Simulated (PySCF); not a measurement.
## Cl⁺: ionisation energy

Cl⁺ [Ne] 3s2 3p4 (3P) → Cl²⁺ [Ne] 3s2 3p3 (4S), as a difference of total energies. Computed with PySCF 2.14 in aug-cc-pwCVDZ (6s5p3d, 36 functions), with the non-relativistic Hamiltonian (point nucleus). Correlated levels: nothing frozen. The calculations carry no spin-orbit coupling.

```json
{"method": "UHF", "ionisation energy (eV)": "22.531", "error (eV)": "-1.240"}
{"method": "MP2 (all electrons)", "ionisation energy (eV)": "23.071", "error (eV)": "-0.700"}
{"method": "SCS-MP2 (all electrons)", "ionisation energy (eV)": "23.091", "error (eV)": "-0.680"}
{"method": "CCSD (all electrons)", "ionisation energy (eV)": "23.094", "error (eV)": "-0.677"}
{"method": "CCSD(T) (all electrons)", "ionisation energy (eV)": "23.113", "error (eV)": "-0.658"}
```

Reference: 23.771 eV (measured; NIST levels, between the centres of gravity of the two terms).

Errors of the correlated levels include the incompleteness of this basis.
